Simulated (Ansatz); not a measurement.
Start from `C[O][Zr]([NH2])([OH])[F]` and change one atom or group to get `CC[N](C)[Zr]([OH])([F])[O]C`.

Ansatz, PBE0-D4/def2-TZVP geometries, multiplicity 1. Each molecule was computed in one conformer, which needn't be the lowest.

Elements past krypton have def2 core potentials.

```
                                          property  `C[O][Zr]([NH2])([OH])[F]`
size of the dipole moment (ωB97M-V/def2-TZVPP) / D                        2.71
               HOMO–LUMO gap (PBE/def2-TZVPP) / eV                        4.90
                 HOMO energy (PBE/def2-TZVPP) / eV                       -5.78
               HOMO energy (B3LYP/def2-TZVPP) / eV                       -6.96
             HOMO energy (ωB97M-V/def2-TZVPP) / eV                       -9.57
                 LUMO energy (PBE/def2-TZVPP) / eV                       -0.88
```

(1) Give the same properties after the change, and the shifts. (An estimate is asked.)

## Answers

(1) Ansatz gave: 
| property | `CC[N](C)[Zr]([OH])([F])[O]C` | shift |
| --- | --- | --- |
| size of the dipole moment (ωB97M-V/def2-TZVPP) / D | 2.42 | -0.29 |
| HOMO–LUMO gap (PBE/def2-TZVPP) / eV | 4.13 | -0.77 |
| HOMO energy (PBE/def2-TZVPP) / eV | -4.99 | 0.79 |
| HOMO energy (B3LYP/def2-TZVPP) / eV | -6.05 | 0.91 |
| HOMO energy (ωB97M-V/def2-TZVPP) / eV | -8.51 | 1.06 |
| LUMO energy (PBE/def2-TZVPP) / eV | -0.86 | 0.02 |

With PBE0 the HOMO rises by 0.95 eV and the LUMO rises by 0.19 eV, so the gap narrows by about 0.76 eV. PBE moves the HOMO by 0.79 eV and ωB97M-V by 1.06 eV. Dipoles are sizes alone; their direction can turn.

B3LYP here is the variant with VWN-RPA as its local correlation; programs differ in this.
